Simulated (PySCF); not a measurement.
**Question.** Write Cartesian coordinates for `C#CCP(C=C)C(F)(F)F` as optimised with PBE0-D3(BJ)/def2-SVP.

**Answer.** 
```xyz
16
C6H6F3P angstrom
C      3.2927   -0.8767    0.3235
C      2.4033   -0.1305   -0.0214
C      1.3034    0.7302   -0.4097
P     -0.1121    0.5944    0.8138
C     -0.6494   -1.1099    0.4632
C     -1.9005   -1.5733    0.5186
C     -1.3473    1.5462   -0.2568
F     -2.5689    1.5157    0.2844
F     -1.4555    1.0984   -1.5100
F     -0.9596    2.8253   -0.3269
H      4.0941   -1.5273    0.6218
H      1.6193    1.7863   -0.4124
H      0.9488    0.4802   -1.4227
H      0.1821   -1.8015    0.2750
H     -2.7589   -0.9269    0.7228
H     -2.1113   -2.6328    0.3468
```

Orientation and origin are arbitrary. Atoms count from 1 in this order. The C–C distances run from 1.211 Å (C1≡C2, drawn triple) to 1.450 Å (C2–C3, drawn single), a spread of 0.239 Å. The 3 C–P bonds span 1.821 Å (P4–C5, drawn single) to 1.892 Å (P4–C7, drawn single), a spread of 0.071 Å. All 3 C–F bonds measure 1.335 to 1.338 Å. Of the pairs four or more bonds apart, F9···H13 is among the closest relative to their van der Waals radii: 2.48 Å, 93 % of the sum of Bondi's values.

Bonds between heavy atoms (Å): C1≡C2 1.211, C2–C3 1.450, C3–P4 1.876, P4–C5 1.821, C5=C6 1.335, P4–C7 1.892, C7–F8 1.336, C7–F9 1.335, C7–F10 1.338.

Level of theory: PySCF, PBE0-D3(BJ)/def2-SVP geometry optimisation, gas phase.

Point group: C1 (no symmetry element, even within 0.4 Å). No PBE0-D3(BJ)/def2-SVP frequencies stand behind this structure, so it isn't proved a minimum. One conformer, not necessarily the lowest (C2–C3–P4–C5 -68°, C3–P4–C5–C6 -146°).
